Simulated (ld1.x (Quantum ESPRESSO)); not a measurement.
Which change was made? (Tc, TM)

ld1.x (Quantum ESPRESSO) 7.5 input, shortened:

```
&input
   title='Tc', zed=43., rel=2, dft='PBE', iswitch=3,
   config='[Kr] 4d5 5s2 5p0', rel_dist='average'
 /
 &inputp
   pseudotype=2, tm=.true., lloc=2,
   nlcc=.false.
 /
3
5S  1  0   2.00   0.00  2.00  2.00  0.0
4P  2  1   6.00   0.00  1.35  1.35  0.0
4D  3  2   5.00   0.00  1.25  1.25  0.0
 &test
   configts(1)='4p6 4d5 5s2 5p0'
 /
```

Open shells are filled in proportion to 2j + 1 (rel_dist='average').

Cutoffs, loose and tight: the cutoffs (Ry, on a coarse ladder) from which the occupation-weighted sum of valence levels, in a spherical-Bessel basis at the reference potential, stays within 10 and 1 mRy of its value at 400 Ry. They do not see the model core or the augmentation charge, which bear on the density cutoff. Test errors are all-electron minus pseudo excitation energies from the reference, over the configurations 4p6 4d5 5s1 5p0; 4p6 4d5 5s0 5p0; 4p6 4d4 5s0 5p0; 4p6 4d5 5s0 5p1; 4p6 4d3 5s0 5p0; 4p5 4d5 5s2 5p0; 4p6 4d6 5s1 5p0; variants that change the core or the reference have their own tests.

The base gives: outcome: generated, misses its reference levels by 0.17 eV; cutoff, loose: 80 Ry; cutoff, tight: 120 Ry; bound ghosts: s; largest test error (meV): +91.

**Question.** After one change the result is: outcome: generated, misses its reference levels by 0.89 eV; bound ghosts: none; largest test error (meV): -2597. Which change was it?
A. scalar-relativistic
B. wave 4d (bound): rc 1.25 bohr becomes 4d (bound): rc 1.08 bohr
C. core [Ar] 3d10, valence charge 15; reference 4s2 4p6 4d5 5s1.5 5p0.5; waves now 4p (bound): rc 1.95 bohr; 4d (bound): rc 2.30 bohr; 4s (bound): rc 1.10 bohr; local potential the s channel

**Answer.** C. The others give: wave 4d (bound): rc 1.25 bohr becomes 4d (bound): rc 1.08 bohr → outcome: generated, misses its reference levels by 0.17 eV; cutoff, loose: 110 Ry; cutoff, tight: 180 Ry; bound ghosts: s; largest test error (meV): +97 | scalar-relativistic → outcome: generated; cutoff, loose: 80 Ry; cutoff, tight: 120 Ry; bound ghosts: s; largest test error (meV): +81.
